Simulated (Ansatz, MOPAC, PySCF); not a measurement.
System: RbO (charge 0, doublet). SMILES: [O][Rb]
Geometry from a B3LYP-D3(BJ)/def2-TZVP (Ansatz, an electronic-structure program) optimisation:
```
Rb
O 1 2.3531
```
Charge 0, spin multiplicity 2.

Unscaled harmonic wavenumbers (cm⁻¹) in rising order, each level at the stationary point that it reaches from this structure (no distance between atoms moves by over 0.3 Å); the order of modes can differ between levels, and a negative number is imaginary. B3LYP-D3(BJ)/def2-TZVP (PySCF, at the structure above): 370.

PM6 (MOPAC): 309. Zero-point energy 0.4 against 0.5 kcal/mol.

PM7 (MOPAC): 291. Zero-point energy 0.4 against 0.5 kcal/mol.

HF/6-31G* with LANL2DZ past Ar (Ansatz): 349. Zero-point energy 0.5 against 0.5 kcal/mol.

B3LYP/6-31G* with LANL2DZ past Ar (Ansatz): 292. Zero-point energy 0.4 against 0.5 kcal/mol.
